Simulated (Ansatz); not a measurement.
Geometry optimisation, Ansatz, RKS PBE-D4/def2-SVP.

input.yaml

```yaml
crystal:
  periodic: [false, false, false]
  atoms:
    - { symbol: B, position_ang: [-1.5089, 0.3147, 1.7227] }
    - { symbol: Si, position_ang: [-0.0884, -0.9076, 1.6567] }
    - { symbol: C, position_ang: [1.0911, -0.4255, 0.2997] }
    - { symbol: B, position_ang: [0.5061, -0.5503, -1.1147] }
    - { symbol: Si, position_ang: [0.1679, 0.9957, -2.2476] }
    - { symbol: H, position_ang: [-1.3426, 1.522, 1.8927] }
    - { symbol: H, position_ang: [-2.6356, -0.0117, 1.5313] }
    - { symbol: H, position_ang: [-0.5639, -2.2398, 1.3937] }
    - { symbol: H, position_ang: [0.611, -0.8711, 2.9968] }
    - { symbol: H, position_ang: [1.4616, 0.6185, 0.5065] }
    - { symbol: H, position_ang: [1.9936, -1.1008, 0.3766] }
    - { symbol: H, position_ang: [0.0658, -1.606, -1.4665] }
    - { symbol: H, position_ang: [1.50632, -0.16645, -1.58494] }
    - { symbol: H, position_ang: [-0.5363, 0.6182, -3.4563] }
    - { symbol: H, position_ang: [-0.6642, 1.9621, -1.5012] }
basis:
  gaussian: { orbitals: def2-SVP }
hamiltonian:
  xc: pbe
  dispersion: d4
relax:
  f_tol: 0.02
  max_steps: 50
```

Command:

```bash
$ ansatz run input.yaml --threads 2 --pin off --max-ram 3072MiB --backend cpu --events-out ev --progress --plain --runs-dir out
```

Task: Where does it end, and by what steps?

Result: The run converged. After 27 steps the energy has fallen by 4.411 eV; H7 moved furthest, 1.45 Å. Joined: B1–B4 (3.59 → 1.91 Å), B1–Si5 (4.36 → 1.99 Å), Si2–B4 (2.86 → 2.25 Å), Si5–H13 (1.89 → 1.64 Å).

| step | energy less start (eV) | largest force component (eV/Å) | accepted |
| --- | --- | --- | --- |
| 0 | 0.0000 | 3.983 | yes |
| 1 | -1.4187 | 1.647 | yes |
| 2 | -2.1846 | 0.979 | yes |
| 3 | -2.5796 | 0.954 | yes |
| 4 | -2.6830 | 0.645 | yes |
| 5 | -2.7285 | 0.757 | yes |
| 6 | -2.7711 | 0.250 | yes |
| 7 | -2.7944 | 0.101 | yes |
| 8 | -2.8092 | 0.092 | yes |
| 9 | -2.8249 | 0.178 | yes |
| 10 | -2.8402 | 0.164 | yes |
| 11 | -2.8622 | 0.172 | yes |
| 12 | -2.9012 | 0.128 | yes |
| 13 | -2.9725 | 0.251 | yes |
| 14 | -3.0507 | 0.603 | yes |
| 15 | -3.2554 | 0.517 | yes |
| 16 | -3.6074 | 0.661 | yes |
| 17 | -3.9765 | 0.423 | yes |
| 18 | -4.2311 | 0.764 | yes |
| 19 | -4.3275 | 0.593 | yes |
| 20 | -4.2585 | 0.761 | no |
| 21 | -4.3935 | 0.123 | yes |
| 22 | -4.3993 | 0.130 | yes |
| 23 | -4.4036 | 0.075 | yes |
| 24 | -4.4083 | 0.069 | yes |
| 25 | -4.4096 | 0.043 | yes |
| 26 | -4.4105 | 0.025 | yes |
| 27 | -4.4107 | 0.012 | yes |

```xyz
15
Properties=species:S:1:pos:R:3
B -1.186 0.097 0.331
Si 0.072 -0.918 1.635
C 1.536 -0.598 0.485
B 0.332 -0.611 -0.577
Si -0.630 1.088 -1.297
H -1.078 1.115 1.024
H -2.309 -0.341 0.163
H -0.281 -2.373 1.753
H 0.076 -0.287 3.001
H 1.947 0.409 0.701
H 2.349 -1.334 0.359
H 0.002 -1.642 -1.134
H 0.648 0.163 -1.730
H -1.477 0.975 -2.525
H 0.064 2.409 -1.182
```

Whether the end is a true minimum wasn't checked by a vibrational analysis.

Time of the run: 57 s on 2 threads of Intel(R) Xeon(R) 6975P-C (Granite Rapids) (shared host), peak memory 0.18 GiB.
